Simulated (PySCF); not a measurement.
Ge(F)2(SH)2 (F2GeH2S2), SMILES [F][Ge]([F])([SH])[SH]. The structure is a stationary point at PBE-D3(BJ)/def2-SVP. The structure was generated by enumeration, and PubChem lists no compound with its InChIKey, so it may never have been made. Other conformers were not sampled.

Question: Give the equilibrium geometry at PBE-D3(BJ)/def2-SVP (PySCF confirms it by a frequency run) as bond lengths and angles, and its point group. (The exact figures need the calculation; the answer reports its results.)

Answer: One answer among several that fit: point group C2.
Atoms: F1 Ge2 F3 S4 S5 H6 H7. Bonded distances (Å): F1–Ge2 1.746, Ge2–F3 1.746, Ge2–S4 2.215, Ge2–S5 2.215, S4–H6 1.364, S5–H7 1.364. Bond angles (°): F1–Ge2–F3 104.4, F1–Ge2–S4 105.0, F1–Ge2–S5 113.0, F3–Ge2–S4 113.0, F3–Ge2–S5 105.0, S4–Ge2–S5 115.9, Ge2–S4–H6 91.1, Ge2–S5–H7 91.1.
